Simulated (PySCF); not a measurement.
Circular dichroism and optical rotation of `C[C@@H]1CCC[C@@H]1[NH3+]`, [C$_{6}$H$_{14}$N]+, charge +1

Level of theory: PySCF, TDDFT CAM-B3LYP/def2-SVPD circular dichroism and optical rotation, one conformer, gas phase. Geometry: GFN2-xTB.

Input:
```
{"job": {"kind": "ecd", "xc": "CAM-B3LYP", "basis": "def2-SVPD", "nstates": 12}, "charge": 1, "multiplicity": 1}
C     -1.585465    -1.368259    -0.511556
C     -0.321820    -0.552189    -0.755438
C      0.926792    -1.095786    -0.039365
C      1.820368     0.124662     0.260192
C      1.056126     1.348799    -0.270443
C     -0.399633     0.907786    -0.294693
N     -0.942250     0.951821     1.107497
H     -1.755308    -1.571112     0.545066
H     -1.490607    -2.331798    -1.004036
H     -2.457798    -0.872604    -0.932622
H     -0.133376    -0.527391    -1.830818
H      1.440882    -1.820529    -0.664998
H      0.647753    -1.617273     0.877764
H      2.787413     0.037482    -0.227619
H      2.018088     0.217054     1.329047
H      1.368598     1.576374    -1.288089
H      1.221102     2.242984     0.329100
H     -1.041208     1.526763    -0.923109
H     -0.301548     0.407262     1.699681
H     -1.874068     0.519180     1.134313
H     -0.992962     1.913717     1.459653
```
Coordinates are in Å.

Command: `OMP_NUM_THREADS=1 python excited_run.py task.json out`

Task: Show the output.

Result: H and L stand for HOMO and LUMO.
```
coarse grid: 16264 points
cycle   1  E = -291.1191137662  dE =  1.268e+00  |g| = 3.852e-01  |ddm| = 8.402e+00
cycle   2  E = -291.1440430738  dE = -2.493e-02  |g| = 3.094e-01  |ddm| = 2.136e+00
cycle   3  E = -291.1662963337  dE = -2.225e-02  |g| = 5.190e-02  |ddm| = 7.515e-01
cycle   4  E = -291.1668379304  dE = -5.416e-04  |g| = 1.528e-02  |ddm| = 1.339e-01
cycle   5  E = -291.1668884179  dE = -5.049e-05  |g| = 4.208e-03  |ddm| = 4.165e-02
cycle   6  E = -291.1668922246  dE = -3.807e-06  |g| = 8.813e-04  |ddm| = 1.043e-02
final grid: 153448 points
cycle   7  E = -291.2235294867  dE = -7.026e-05  |g| = 4.864e-03  |ddm| = 1.905e-01
cycle   8  E = -291.2235309381  dE = -1.451e-06  |g| = 4.457e-03  |ddm| = 2.461e-02
cycle   9  E = -291.2235356694  dE = -4.731e-06  |g| = 3.266e-04  |ddm| = 8.193e-03
cycle  10  E = -291.2235356925  dE = -2.302e-08  |g| = 1.732e-04  |ddm| = 1.771e-03
cycle  11  E = -291.2235356996  dE = -7.098e-09  |g| = 3.118e-05  |ddm| = 5.912e-04
cycle  12  E = -291.2235356998  dE = -2.416e-10  |g| = 6.526e-06  |ddm| = 9.807e-05
converged SCF energy = -291.2235356998

Singlet excitations and rotatory strengths (1e-40 esu^2 cm^2)
state   eV       nm     f(len)   f(vel)    R(len)    R(vel)   main configurations
  1   8.1025   153.0  0.00165  0.00167     1.951     1.915   H->L 0.86
  2   8.3211   149.0  0.00258  0.00277    -7.218    -7.537   H-1->L 0.91
  3   8.6991   142.5  0.00083  0.00084     3.401     3.375   H-2->L 0.93
  4   8.7789   141.2  0.01115  0.01122     0.566     0.522   H-3->L 0.89
  5   9.0934   136.3  0.00678  0.00690    14.178    14.429   H-4->L 0.80, H-5->L 0.09
  6   9.1926   134.9  0.01129  0.01108   -19.130   -18.461   H-5->L 0.77
  7   9.3904   132.0  0.00296  0.00297   -18.796   -18.923   H->L+1 0.77
  8   9.5312   130.1  0.01379  0.01371    13.714    13.628   H-1->L+1 0.72, H-1->L+2 0.12
  9   9.6991   127.8  0.01232  0.01230    13.034    12.653   H->L+3 0.68, H->L+2 0.13
 10   9.8061   126.4  0.00534  0.00579    -2.906    -3.018   H-1->L+2 0.47, H-1->L+3 0.27
 11   9.8873   125.4  0.00350  0.00362    10.785    10.969   H->L+2 0.56, H->L+4 0.08
 12   9.9588   124.5  0.01289  0.01376    15.905    16.511   H-2->L+1 0.56, H-2->L+2 0.16

Specific rotation (deg / (dm g/mL))
    nm     length   length(OI)   velocity    alpha(len)  alpha(vel)
  633.0      18.32      18.14      19.87       71.999     71.603
  589.3      21.32      21.10      23.13       72.170     71.774
  546.0      25.10      24.85      27.23       72.383     71.987
  436.0      41.08      40.66      44.58       73.256     72.859
  405.0      48.51      48.02      52.66       73.648     73.251
  365.0      61.67      61.05      66.98       74.322     73.925
  355.0      65.83      65.18      71.51       74.530     74.133
```

The molecule is flexible and this is one conformer; a measurement averages over conformers.

It took 120 s wall time on 1 thread of an Arm Neoverse V1, shared host, peak memory 1.1 GiB.
